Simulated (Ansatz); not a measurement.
Program: Ansatz. Geometries: PBE0-D4/def2-TZVP. ΔE: electronic, gas phase. CBS: MP2 limit from def2 TZ/QZ plus the TZ coupled-cluster correction, frozen cores. This one scheme is used for every species. Functionals use def2-TZVPP. B3LYP here is the variant with VWN-RPA as its local correlation; programs differ in this. For Ge outer-core shells are correlated without core-valence functions, which leaves a few kJ/mol of doubt a bond. Scalar relativity is left out up to krypton. One conformer a species, not always the lowest.

Reaction (formal hydrolysis of the Si–Si bond): `[F][GeH2][SiH2][SiH3]` + H₂O → `O[SiH2][GeH2][F]` + SiH₄

`[F][GeH2][SiH2][SiH3]`:

Cartesian coordinates in Å:
```
F 2.480 -0.335 0.317
Ge 1.375 -1.138 -0.782
Si -0.574 0.235 -0.842
Si -1.058 0.947 1.332
H 2.147 -1.269 -2.107
H 1.133 -2.528 -0.166
H -1.688 -0.581 -1.401
H -0.331 1.390 -1.748
H -2.344 1.693 1.356
H -1.171 -0.240 2.220
H 0.032 1.828 1.821
```

H₂O:

Z-matrix (Å, degrees):
```
O
H 1 0.960
H 1 0.960 2 105.1
```

`O[SiH2][GeH2][F]`:

Z-matrix (Å, degrees):
```
Si
Ge 1 2.398
O 1 1.645 2 103.4
H 1 1.486 2 111.5 3 -119.3
H 1 1.485 2 111.5 3 119.3
F 2 1.770 1 97.5 3 0.2
H 2 1.539 1 118.4 3 111.8
H 2 1.539 1 118.4 3 -111.4
H 3 0.962 1 115.2 2 -0.2
```

SiH₄:

```xyz
5

Si    0.000    0.000    0.000
H    -0.171    0.191   -1.462
H    -1.177   -0.721    0.546
H     0.120    1.324    0.662
H     1.229   -0.794    0.255
```

(1) Is it downhill or uphill in electronic energy at CCSD(T)/CBS, and by how much? (An estimate is asked.)

(2) What do these levels give: PBE-D4, B3LYP-D4, B3LYP, HF/def2-TZVPP, MP2/def2-TZVPP, HF/CBS(def2)? (An estimate is asked.)

Largest T1 diagnostic among the species: 0.013.

## Answers

(1) Computed: Downhill: ΔE = -69.0 kJ/mol.

(2) Ansatz gave: PBE-D4 -53.8, B3LYP-D4 -74.5, B3LYP -80.0, HF/def2-TZVPP -94.7, MP2/def2-TZVPP -76.1, HF/CBS(def2) -95.6 kJ/mol.

In def2-TZVPP, CCSD(T) changes the Hartree–Fock value by +24.1 kJ/mol (the triples alone add +2.9 kJ/mol) and MP2 by +18.6 kJ/mol. The D4 term adds +5.6 kJ/mol with B3LYP and +3.4 kJ/mol with PBE0; it sums over pairs of atoms, weighted by their polarisabilities, and B3LYP, whose exchange is more repulsive, gets the larger term.
